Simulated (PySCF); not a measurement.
**Two-component Hartree-Fock for Nb⁺ (niobium, charge +1)**

Start: [Kr] 4d3 5s1; 4d5/2 filled at m_j = +1/2, +3/2, +5/2; 5s1/2 filled at m_j = +1/2. Calculated with PySCF 2.14 in x2c-TZVPall-2c with one added diffuse shell each of s, p, d type (9s10p8d1f, 86 functions): generalised Hartree-Fock with the X2C-1e Hamiltonian and a Gaussian nucleus; one run each with spin-orbit coupling (SO) switched off, then screened by Boettger's factors. This is a chosen level, not necessarily the ground level.

| spinor shell | electrons | ε, spin-free (eV) | ε, screened SO (eV) | weight of nominal j (screened SO) | rms radius, screened SO (bohr) |
| --- | --- | --- | --- | --- | --- |
| 1s1/2 | 2 | -19097.0 | -19096.1 | 1.000 | 0.0415 |
| 2s1/2 | 2 | -2753.3 | -2753.1 | 1.000 | 0.171 |
| 2p1/2 | 2 | -2453.1 | -2519.2 | 1.000 | 0.149 |
| 3s1/2 | 2 | -499.34 | -499.32 | 1.000 | 0.471 |
| 3p1/2 | 2 | -398.43 | -409.60 | 1.000 | 0.471 |
| 3p3/2 | 4 | -398.43 | -393.21 | 1.000 | 0.482 |
| 3d3/2 | 4 | -233.44 | -235.18 | 0.984 | 0.472 |
| 3d5/2 | 6 | -233.44 | -232.29 | 0.989 | 0.475 |
| 4s1/2 | 2 | -82.184 | -82.204 | 1.000 | 1.24 |
| 4p3/2 | 4 | -52.684 | -51.624 | 0.868 | 1.39 |
| 4p1/2 | 2 | -52.684 | -54.976 | 0.737 | 1.39 |
| 4d5/2 | 3 | -17.417 | -17.391 | 0.774 | 2.08 |
| 5s1/2 | 1 | -13.190 | -13.198 | 1.000 | 3.55 |

Q: Where does 2p3/2 lie, and what is the 2p spin-orbit splitting (screened SO)?

A: At -2422.1 eV, 97.065 eV above 2p1/2.

| quantity | spin-free | screened SO |
| --- | --- | --- |
| E (hartree) | -3816.80276 | -3817.20629 |
| M_J | 5 | 5 |
| ⟨J²⟩ | 30.009 | 30.009 |
| ⟨L²⟩ | 12.007 | 12.046 |
| ⟨S²⟩ | 6.002 | 5.996 |

Each row is a mean over spinors that exchange with the open shell spreads, by up to 6.597 eV (4p3/2).

Rows whose weight is well below 1 are mixtures of j = l ± 1/2: exchange outweighs spin-orbit coupling there, and the label is only the starting occupation.

Breit and QED terms are absent; they matter most for the inner s and p1/2 levels.

Densities and radii are taken from the X2C orbitals without a picture-change correction, which distorts them close to the nucleus.

Without spin-orbit coupling the j labels of p, d and f shells carry no meaning; the spin-free column gives the mean over the occupied spinors of each nl shell.
